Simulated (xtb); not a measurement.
HCl3HfO, charge -1, doublet, at a GFN2-xTB geometry (such geometries of metal compounds can be far from the true shape) (the multiplicity is a formal guess); GFN0-xTB in xtb 6.7.1.

xtb was given this input:
```
$ xtb mol.xyz --gfn 0 --chrg -1 --uhf 1 --ohess --json

# file mol.xyz
6

Hf    -0.13728403     0.09893992     0.02964004
Cl     1.93657247     0.72050589    -0.74415034
Cl     0.44231920    -0.22902000     2.22945528
Cl    -0.79789979    -1.35116414    -1.66772843
O     -1.81935876     0.89921023     0.15511059
H     -2.43754201     0.29717480    -0.27376852
```

Problem. Predict the main parts of the log of this xtb run.

Solution. 
```
   ID    Z sym.   atoms
    1   72 Hf     1
    2   17 Cl     2-4
    3    8 O      5
    4    1 H      6

           -------------------------------------------------
          |                Calculation Setup                |
           -------------------------------------------------

           -------------------------------------------------
          |                 G F N 0 - x T B                 |
           -------------------------------------------------

          ...................................................
          :                      SETUP                      :
          :.................................................:
          :  # basis functions                  46          :
          :  # atomic orbitals                  42          :
          :  # shells                           16          :
          :  # electrons                        33          :
          :  electronic temp.          300.0000000     K    :
          :  accuracy                    1.0000000          :
          :  -> integral cutoff          0.2500000E+02      :
          :  -> integral neglect         0.1000000E-07      :
          ...................................................

         :::::::::::::::::::::::::::::::::::::::::::::::::::::
         ::                     SUMMARY                     ::
         :::::::::::::::::::::::::::::::::::::::::::::::::::::
         :: total energy             -19.823082155829 Eh    ::
         :: gradient norm              0.025244449661 Eh/a0 ::
         :: HOMO-LUMO gap              0.533127749741 eV    ::
         ::.................................................::
         :: H0 energy                -18.483376121810 Eh    ::
         :: repulsion energy           0.041639984094 Eh    ::
         :: electrostat energy        -1.379224077631 Eh    ::
         :: -> Gsolv                   0.000000000000 Eh    ::
         ::    -> Gsasa                0.000000000000 Eh    ::
         ::    -> Gshift               0.000000000000 Eh    ::
         :: dispersion energy         -0.002121940482 Eh    ::
         :: short-range corr.          0.000000000000 Eh    ::
         :: add. restraining           0.000000000000 Eh    ::
         :: total charge              -1.000000000000 e     ::
         :::::::::::::::::::::::::::::::::::::::::::::::::::::

      -----------------------------------------------------------
     |                   =====================                   |
[...]
 * total energy  :   -19.8357363 Eh     change       -0.5238669E-03 Eh
 * total energy  :   -19.8360624 Eh     change       -0.3260538E-03 Eh
 * total energy  :   -19.8364123 Eh     change       -0.3499165E-03 Eh
 * total energy  :   -19.8366059 Eh     change       -0.1936052E-03 Eh
 * total energy  :   -19.8367977 Eh     change       -0.1918097E-03 Eh
 * total energy  :   -19.8369068 Eh     change       -0.1091221E-03 Eh
 * total energy  :   -19.8369999 Eh     change       -0.9310040E-04 Eh
 * total energy  :   -19.8370490 Eh     change       -0.4907942E-04 Eh
 * total energy  :   -19.8370791 Eh     change       -0.3007386E-04 Eh
 * total energy  :   -19.8370957 Eh     change       -0.1663996E-04 Eh
 * total energy  :   -19.8371133 Eh     change       -0.1754237E-04 Eh
 * total energy  :   -19.8371156 Eh     change       -0.2281357E-05 Eh
   *** GEOMETRY OPTIMIZATION CONVERGED AFTER 22 ITERATIONS ***
         :: total energy             -19.837115563716 Eh    ::
[...]
       3    103.53    -1.00976 ( 94.84%)    -0.84082 (  5.16%)    -1.00104
       4    119.28    -0.92786 ( 97.00%)    -0.79889 (  3.00%)    -0.92399
       5    131.06    -0.87369 ( 97.93%)    -0.77098 (  2.07%)    -0.87156
       6    173.57    -0.71450 ( 99.32%)    -0.68779 (  0.68%)    -0.71431
       7    203.33    -0.62695 ( 99.64%)    -0.64093 (  0.36%)    -0.62700
       8    207.12    -0.61686 ( 99.66%)    -0.63546 (  0.34%)    -0.61692
   ------------------------------------------------------------------------

   temp. (K)  partition function   enthalpy   heat capacity  entropy
                                   cal/mol     cal/K/mol   cal/K/mol   J/K/mol
 298.15  VIB  0.155E+04             3819.470     17.513     25.800
         ROT  0.622E+06              888.752      2.981     29.492
         INT  0.966E+09             4708.223     20.494     55.292
         TR   0.507E+28             1481.254      4.968     42.992
         TOT                        6189.4767    25.4617    98.2837   411.2191

       T/K    H(0)-H(T)+PV         H(T)/Eh          T*S/Eh         G(T)/Eh
   ------------------------------------------------------------------------
    298.15    0.986356E-02    0.222958E-01    0.466978E-01   -0.244020E-01
   ------------------------------------------------------------------------

         :::::::::::::::::::::::::::::::::::::::::::::::::::::
         ::                  THERMODYNAMIC                  ::
         :::::::::::::::::::::::::::::::::::::::::::::::::::::
         :: total free energy         -19.861517518179 Eh   ::
         ::.................................................::
         :: total energy              -19.837115563716 Eh   ::
         :: zero point energy           0.012432250032 Eh   ::
         :: G(RRHO) w/o ZPVE           -0.036834204495 Eh   ::
         :: G(RRHO) contrib.           -0.024401954463 Eh   ::
         :::::::::::::::::::::::::::::::::::::::::::::::::::::

optimized geometry written to: xtbopt.xyz

           -------------------------------------------------
          | TOTAL ENERGY              -19.837115563716 Eh   |
          | TOTAL ENTHALPY            -19.814819754781 Eh   |
          | TOTAL FREE ENERGY         -19.861517518179 Eh   |
          | GRADIENT NORM               0.000391493573 Eh/α |
          | HOMO-LUMO GAP               0.641076672005 eV   |
           -------------------------------------------------

normal termination of xtb
```
